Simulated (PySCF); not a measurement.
Input for PySCF: R-M06-2X/def2-TZVPPD on H2 (SMILES [H][H]) with ghost functions.

```python
from pyscf import gto, dft

mol = gto.M(
    atom='''
    H     0.01918998    0.21921854   -0.28211616
    H     0.18702023   -0.10958982   -0.92801742
    ghost-H   -0.22628332    0.23400342    3.00453646
    ghost-H    0.02007311   -0.34363215    2.60559713
    ''',
    basis='def2-tzvppd',
    charge=0, spin=0, verbose=4, max_memory=1800)
mf = dft.RKS(mol, xc='m062x').density_fit(auxbasis='def2-universal-jkfit')
mf.grids.level = 4
mf.conv_tol = 1e-9
mf.max_cycle = 150
mf.kernel()
mf.dip_moment()
```

The log:

```
PySCF version 2.14.0

[INPUT] verbose = 4
[INPUT] num. atoms = 4
[INPUT] num. electrons = 2
[INPUT] charge = 0
[INPUT] spin (= nelec alpha-beta = 2S) = 0
[INPUT] symmetry False subgroup None
[INPUT] Mole.unit = angstrom
[INPUT] Symbol           X                Y                Z      unit          X                Y                Z       unit  Magmom
[INPUT]  1 H      0.019189980000   0.219218540000  -0.282116160000 AA    0.036263806536   0.414263002027  -0.533122277714 Bohr   0.0
[INPUT]  2 H      0.187020230000  -0.109589820000  -0.928017420000 AA    0.353417014453  -0.207094745840  -1.753698762625 Bohr   0.0
[INPUT]  3 GHOST-H  -0.226283320000   0.234003420000   3.004536460000 AA   -0.427613501357   0.442202376012   5.677751040670 Bohr   0.0
[INPUT]  4 GHOST-H   0.020073110000  -0.343632150000   2.605597130000 AA    0.037932680368  -0.649370651095   4.923864966653 Bohr   0.0

nuclear repulsion = 0.711301862328995
number of shells = 28
number of NR pGTOs = 76
number of NR cGTOs = 68
basis = def2-tzvppd
ecp = {}


******** <class 'pyscf.df.df_jk.DFRKS'> ********
method = DFRKS
initial guess = minao
damping factor = 0
level_shift factor = 0
DIIS = <class 'pyscf.scf.diis.CDIIS'>
diis_start_cycle = 1
diis_space = 8
diis_damp = 0
SCF conv_tol = 1e-09
SCF conv_tol_grad = None
SCF max_cycles = 150
direct_scf = False
XC library pyscf.dft.libxc version 7.1.2
    S. Lehtola, C. Steigemann, M. J. T. Oliveira, and M. A. L. Marques,  SoftwareX 7, 1–5 (2018)
XC functionals = m062x
    Y. Zhao and D. G. Truhlar,  Theor. Chem. Acc. 120, 215 (2008)
    Y. Zhao and D. G. Truhlar,  Theor. Chem. Acc. 120, 215 (2008)
radial grids:
    Treutler-Ahlrichs [JCP 102, 346 (1995); DOI:10.1063/1.469408] (M4) radial grids

becke partition: Becke, JCP 88, 2547 (1988); DOI:10.1063/1.454033
pruning grids: <function nwchem_prune>
grids dens level: 4
symmetrized grids: False
atomic radii adjust function: <function treutler_atomic_radii_adjust>
small_rho_cutoff = 0
Set gradient conv threshold to 3.16228e-05
Initial guess from minao.
tot grids = 62832
******** <class 'pyscf.df.df.DF'> ********
auxbasis = def2-universal-jkfit
init E= -0.91156975674494
  HOMO = -0.493804892466362  LUMO = 0.0457198298458531  gap/eV = 14.68122
cycle= 1 E= -1.16876522057647  delta_E= -0.257  |g|= 0.0294  |ddm|= 0.514
  HOMO = -0.497721032270386  LUMO = 0.0600419666005296  gap/eV = 15.17750
cycle= 2 E= -1.16888155199387  delta_E= -0.000116  |g|= 0.00489  |ddm|= 0.0314
  HOMO = -0.495294886323202  LUMO = 0.0606410180259912  gap/eV = 15.12779
cycle= 3 E= -1.16888458261087  delta_E= -3.03e-06  |g|= 0.000426  |ddm|= 0.00308
  HOMO = -0.495681721942292  LUMO = 0.0605947078678555  gap/eV = 15.13705
cycle= 4 E= -1.16888460957699  delta_E= -2.7e-08  |g|= 1.58e-05  |ddm|= 0.000237
  HOMO = -0.49567274273624  LUMO = 0.0605938663690859  gap/eV = 15.13679
cycle= 5 E= -1.16888460961549  delta_E= -3.85e-11  |g|= 6.49e-07  |ddm|= 1.68e-05
  HOMO = -0.495673238334089  LUMO = 0.0605936670230316  gap/eV = 15.13679
Extra cycle  E= -1.16888460961571  delta_E= -2.12e-13  |g|= 9.67e-08  |ddm|= 1.35e-06
converged SCF energy = -1.16888460961571
Dipole moment(X, Y, Z, Debye):  0.00000,  0.00004, -0.00025
```

The run converged.

Cost: roughly 1.3 core-seconds.
